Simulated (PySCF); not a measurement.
# Heteronuclear NMR

Numbering as in the mapped SMILES `[CH3:1][c:2]1[n:3][n:4][c:5]([CH3:6])[c:7]([SiH3:8])[n:9]1`. Hydrogens are named by the atom that carries them.

Theoretical values (PySCF): GFN2-xTB structure, PBE0/pcSseg-1 with gauge-including orbitals. Single conformer, no solvent model, relativity neglected, equivalent nuclei averaged.

Q: What are the $^{29}$Si shifts?

A: 
| atoms | environment | σ (ppm) | δ (ppm) |
| --- | --- | --- | --- |
| Si8 | silicon bonded to C, 3 H | 421.9 | -66.8 |

Shieldings were converted by a linear fit to measured shifts: $^{29}$Si: δ = 279.94 − 0.822σ (rms 8.9 ppm, 72 shifts, 25.8 ppm with the 6 outliers that the fit left out vs TMS, solution or neat liquid). Occasional misses reach two or three times the rms, and more in compound classes unlike the fitted ones.

On a 400 MHz spectrometer $^{29}$Si resonates near 79.5 MHz, so 1 ppm is 79.5 Hz.

Q: Predict the $^{15}$N NMR data.

A: 
```tsv
atoms	environment	σ (ppm)	δ (ppm)
N4	pyridine-type ring nitrogen	-201.8	37.9
N3	pyridine-type ring nitrogen	-161.1	0.4
N9	pyridine-type ring nitrogen	-86.7	-68.2
```

Shieldings were converted by a linear fit to measured shifts: $^{15}$N: δ = -148.07 − 0.921σ (rms 6.3 ppm, 71 shifts vs CH3NO2, solution or neat liquid). A few per cent of atoms miss by over 2 rms, more outside the fitted compound classes.

On a 500 MHz spectrometer $^{15}$N resonates near 50.7 MHz, so 1 ppm is 50.7 Hz.
